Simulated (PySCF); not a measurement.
In₂⁺: from constants to spectrum

UHF-CCSD(T) constants of In₂⁺, ²Σg⁺ (doublet), unpaired electrons σ ↑ (basis In def2-SVP with ECP28; scalar-relativistic core potentials; PySCF 2.14; masses 114.9039 and 114.9039 u):

* ωe: 76.5 cm⁻¹
* ωexe: 0.238 cm⁻¹
* Be: 0.023676 cm⁻¹
* αe: 9.98e-05 cm⁻¹
* D (centrifugal): 9.06e-09 cm⁻¹
* De to In⁺ + In: 1.21 eV

Q: Give the vibrational terms G(v) and spacings up to v = 3.

A: G(v) = ωe(v+½) − ωexe(v+½)².

```tsv
v	G(v) (cm⁻¹)	G(v) − G(v−1)	Bv (cm⁻¹)
0	38.2		0.02363
1	114.2	76.0	0.02353
2	189.8	75.5	0.02343
3	264.8	75.1	0.02333
```

Q: How well does the Morse estimate ωe²/(4ωexe) reproduce De, and what is D0?

A: It gives 0.76 eV, 63 % of the computed De. D0 = De − G(0) = 1.21 − 0.00 = 1.21 eV.

Correlated steps freeze 8 core orbitals. Correlated levels converge slowly with the basis: in double zeta they bind strong bonds too weakly, by up to about 1 eV, and carry superposition errors of some tenths. Spin–orbit coupling is left out, which matters for elements this heavy, above all for dissociation energies. The state is the lowest determinant that a PBE0 search found; another state may lie lower at other levels.
